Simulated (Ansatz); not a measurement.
Geometry optimisation, RKS PBE0-D4/6-31G* (Ansatz 0.2.0).

Input file:

```yaml
crystal:
  periodic: [false, false, false]
  atoms:
    - { symbol: B, position_ang: [0.257788, 0.473367, -0.315981] }
    - { symbol: H, position_ang: [-0.56823, -0.176705, 1.840189] }
    - { symbol: O, position_ang: [1.452719, -0.113141, -0.556905] }
    - { symbol: H, position_ang: [1.343914, -0.987749, -0.961431] }
    - { symbol: F, position_ang: [-0.855163, -0.194909, -0.652717] }
    - { symbol: Si, position_ang: [0.189172, 2.27014, 0.503103] }
    - { symbol: H, position_ang: [1.131702, 2.341711, 1.656816] }
    - { symbol: H, position_ang: [0.583363, 3.334189, -0.468197] }
    - { symbol: H, position_ang: [-1.180155, 2.587473, 0.998847] }
    - { symbol: H, position_ang: [-0.246109, 0.302024, 2.251176] }
basis:
  gaussian: { orbitals: "6-31G*" }
hamiltonian:
  xc: pbe0
  dispersion: d4
relax:
  f_tol: 0.03
  max_steps: 50
```

Run as:

```bash
$ ansatz run input.yaml --threads 1 --pin off --max-ram 2048MiB --backend cpu --events-out ev --progress --plain --runs-dir out
```

Problem. Where does it end, and by what steps?

Solution. The run converged. The force dipped under the threshold on the way, but the program's further checks kept it going. After 48 steps the energy has fallen by 0.200 eV; H10 moved furthest, 1.50 Å.

| step | energy less start (eV) | largest force component (eV/Å) | accepted |
| --- | --- | --- | --- |
| 0 | 0.0000 | 1.053 | yes |
| 2 | -0.1602 | 0.366 | yes |
| 4 | -0.1309 | 1.001 | no |
| 6 | -0.1773 | 0.079 | yes |
| 8 | -0.1802 | 0.150 | yes |
| 10 | -0.1832 | 0.132 | yes |
| 12 | -0.1851 | 0.161 | yes |
| 14 | -0.1870 | 0.081 | yes |
| 16 | -0.1876 | 0.191 | no |
| 18 | -0.1880 | 0.162 | no |
| 20 | -0.1890 | 0.082 | yes |
| 22 | -0.1893 | 0.056 | yes |
| 24 | -0.1896 | 0.057 | yes |
| 26 | -0.1898 | 0.078 | yes |
| 28 | -0.1903 | 0.055 | yes |
| 30 | -0.1907 | 0.155 | yes |
| 32 | -0.1905 | 0.304 | no |
| 34 | -0.1917 | 0.003 | yes |
| 36 | -0.1929 | 0.170 | yes |
| 38 | -0.1950 | 0.111 | yes |
| 40 | -0.1967 | 0.091 | yes |
| 42 | -0.1988 | 0.068 | yes |
| 44 | -0.1996 | 0.092 | yes |
| 46 | -0.1999 | 0.095 | yes |
| 48 | -0.2001 | 0.023 | yes |

```xyz
10
Properties=species:S:1:pos:R:3
B 0.570 0.494 -0.396
H -0.956 -0.393 2.564
O 1.248 0.276 -1.544
H 1.279 -0.668 -1.764
F 0.055 -0.561 0.254
Si 0.337 2.374 0.333
H 0.972 2.483 1.679
H 0.948 3.393 -0.564
H -1.113 2.688 0.493
H -1.230 -0.247 3.239
```

Whether the end is a true minimum wasn't checked by a vibrational analysis.

Time of the run: 2.7 min on 1 thread of Arm Neoverse V1, with other jobs on the host, peak memory 0.14 GiB.
